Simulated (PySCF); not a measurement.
Structure with atom numbers: `[CH3:1]/[CH:2]=[C:3]1\[SiH2:4][C@@H:5]([O:6][CH3:7])[C@H:8]1[F:9]`; H(Xn) means a hydrogen on atom n. Ha(Si4) is cis to O6 on the ring; Hb(Si4) is trans to O6 on the ring.

How the numbers were obtained: geometry: GFN2-xTB, NMR shieldings at PBE0/pcSseg-1/GIAO, in PySCF (equivalent nuclei averaged, in vacuum, one computed conformer, relativity neglected).

Question: Predict the 2D correlation tables (HSQC, COSY, HMBC).

Answer: 

HSQC (one-bond C–H):
```tsv
δH	δC
7.02 (H(C2))	150.9 (C2)
5.42 (H(C8))	97.7 (C8)
3.81 (H(C5))	77.2 (C5)
3.75 (H(C7))	64.8 (C7)
1.97 (H(C1))	24.5 (C1)
```

COSY cross peaks (H two or three bonds apart, from the bond graph; peaks can be absent where the dihedral angle is near 90°):
```tsv
δH	δH
7.02 (H(C2))	1.97 (H(C1))
5.42 (H(C8))	3.81 (H(C5))
4.69 (Hb(Si4))	4.66 (Ha(Si4))
4.69 (Hb(Si4))	3.81 (H(C5))
4.66 (Ha(Si4))	3.81 (H(C5))
```

HMBC (two and three bonds, from the bond graph):
```tsv
δH	δC
7.02 (H(C2))	147.7 (C3), 97.7 (C8), 24.5 (C1)
5.42 (H(C8))	150.9 (C2), 147.7 (C3), 77.2 (C5)
4.69 (Hb(Si4))	150.9 (C2), 147.7 (C3), 97.7 (C8), 77.2 (C5)
4.66 (Ha(Si4))	150.9 (C2), 147.7 (C3), 97.7 (C8), 77.2 (C5)
3.81 (H(C5))	147.7 (C3), 97.7 (C8), 64.8 (C7)
3.75 (H(C7))	77.2 (C5)
1.97 (H(C1))	150.9 (C2), 147.7 (C3)
```

Scale: TMS for 1H (σref 31.72) and 13C (σref 186.93) (reference shieldings calculated alike).

Short H···H contacts in this conformer between protons four or more bonds apart (candidates for NOE cross peaks, intensity ∝ r⁻⁶): H(C5)···H(C7) 2.35 Å.

Shifts are as computed. Against solution values, carbons near 30 ppm lie about +3 ppm off and those near 130 ppm about +5 ppm. Of 1309 compounds with measured shifts, 239 miss one by over three times the rms of a fit or turn the order of signals round; such compounds aren't used in these exercises.
